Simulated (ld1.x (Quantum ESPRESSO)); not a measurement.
Ne, TM: configuration errors across variants

- Element: neon (Ne)
- Generator: ld1.x (Quantum ESPRESSO) 7.5
- Type: norm-conserving Troullier–Martins (Kleinman–Bylander form)
- Functional: BP86
- Relativity: scalar-relativistic
- Frozen core: [He]
- Valence charge: 8
- Reference configuration: 2s2 2p6
- Partial waves: 2p (bound): rc 1.30 bohr; 2s (bound): rc 0.70 bohr
- Local potential: the s channel
- Core correction: Bessel-smoothed model core, default radius (core density twice the valence density)

All-electron excitation energies from the reference (eV): (1) 2s2 2p5 22.563; (2) 2s2 2p4 65.919; (3) 2s2 2p3 133.441; (4) 2s1 2p6 45.974; (5) 2s2 2p5.5 8.912; (6) 2s2 2p2 228.164.

The default core radius of the base comes out at 0.24 bohr.

3 further variants failed, have other tests or another functional or relativity, and are left out.

Errors AE − PS in meV (a dash: test not solved or not reliable):

| change | (1) | (2) | (3) | (4) | (5) | (6) | bound ghosts |
| --- | --- | --- | --- | --- | --- | --- | --- |
| base | +16 | +175 | +772 | -69 | +1.4 | +2292 | none |
| wave 2p (bound): rc 1.30 bohr becomes 2p (bound): rc 1.10 bohr | +4.1 | +69 | +339 | -22 | -0.3 | +1081 | none |
| core correction Bessel-smoothed model core inside 0.34 bohr | +16 | +176 | +773 | -69 | +1.4 | +2296 | none |
| all radii but the core radius scaled by about 1.09 (s 0.76, p 1.42 bohr) | +27 | +262 | +1095 | -104 | +3.1 | +3144 | none |
| wave 2p (bound): rc 1.30 bohr becomes 2p (bound): rc 1.60 bohr | +53 | +466 | +1830 | -181 | +7.4 | +5006 | none |

(1) Give the same row for: type RRKJ; local potential all-electron potential smoothed inside 1.20 bohr (lloc = -2).

## Answers

(1) +14, +204, +970, -111, +0.2, +2962; bound ghosts: none.
